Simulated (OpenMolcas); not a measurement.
# Fe3+, Ru3+, Os3+: d⁵ down the group

```json
{"Program": "OpenMolcas 26.06", "Method": "SS-CASPT2, IPEA 0.25 Eh, imaginary shift 0.1 Eh", "Basis": "ANO-RCC-VTZP", "Scalar Hamiltonian": "DKH2, point nucleus", "Spin-orbit coupling": "state interaction with AMFI integrals over the reference wave functions, term energies averaged over their components"}
```

Active space for each ion: 5 electrons in 5 orbitals (d); closed shells correlated by CASPT2: Fe3+ 3s 3p; Ru3+ 4s 4p; Os3+ 5s 5p.

Computed levels in cm-1 above ⁶S_5/2:

```json
{"Level": "⁴G_7/2", "Fe3+": "33360", "Ru3+": "24070", "Os3+": "21660"}
{"Level": "⁴G_11/2", "Fe3+": "33370", "Ru3+": "24150", "Os3+": "22730"}
{"Level": "⁴G_9/2", "Fe3+": "33380", "Ru3+": "24210", "Os3+": "23420"}
{"Level": "⁴P_1/2", "Fe3+": "37020", "Ru3+": "27360", "Os3+": "24960"}
{"Level": "⁴D_7/2", "Fe3+": "40030", "Ru3+": "28480", "Os3+": "27470"}
{"Level": "⁴D_1/2", "Fe3+": "40110", "Ru3+": "29330", "Os3+": "31010"}
{"Level": "²I_11/2", "Fe3+": "48790", "Ru3+": "35410", "Os3+": "33060"}
{"Level": "²I_13/2", "Fe3+": "48870", "Ru3+": "35910", "Os3+": "35990"}
{"Level": "²F_7/2(1)", "Fe3+": "53860", "Ru3+": "40800", "Os3+": "45250"}
{"Level": "weight of ⁶S in the lowest level (%)", "Fe3+": "100", "Ru3+": "99", "Os3+": "89"}
```

Mixed levels, with the weight of the term that names them: Ru3+ ⁴P_1/2 (71 %), Ru3+ ⁴D_1/2 (71 %), Ru3+ ²F_7/2(1) (72 %), Os3+ ⁴G_7/2 (69 %), Os3+ ⁴P_1/2 (60 %), Os3+ ⁴D_7/2 (71 %), Os3+ ⁴D_1/2 (65 %), Os3+ ²F_7/2(1) (58 %).

Measured, with the error of the calculation in %. Measured levels: Fe3+ from Corliss and Sugar, J. Phys. Chem. Ref. Data 11, 135 (1982).

| Level | Fe3+ |
| --- | --- |
| ⁴G_11/2 | 32246 (+3.5) |
| ⁴P_1/2 | 35407 (+4.6) |
| ⁴D_7/2 | 38779 (+3.2) |
| ⁴D_1/2 | 38897 (+3.1) |
| ²F_7/2(1) | 51394 (+4.8) |

Without spin-orbit coupling ⁴G lies 33370, 24110, 22350 cm-1 above ⁶S in that order; the difference to the level ⁴G_7/2, of either sign, comes from spin-orbit coupling, which also lowers the zero.

CASPT2 does not keep the components of a term degenerate, so their means are used; among the terms shown or strongly mixed into the levels shown the widest spread is 220 cm-1 (4d⁵ ⁴F, Ru3+). Computed and measured levels are paired by configuration, term and J; levels that our copy of the source lacks, or whose pairing is in doubt (as where it misses far off the trend of its configuration), stay unpaired and out of the deviations. Only configurations of the active space appear.

A number in round brackets counts repeated terms of one configuration in the order of the reference energies.
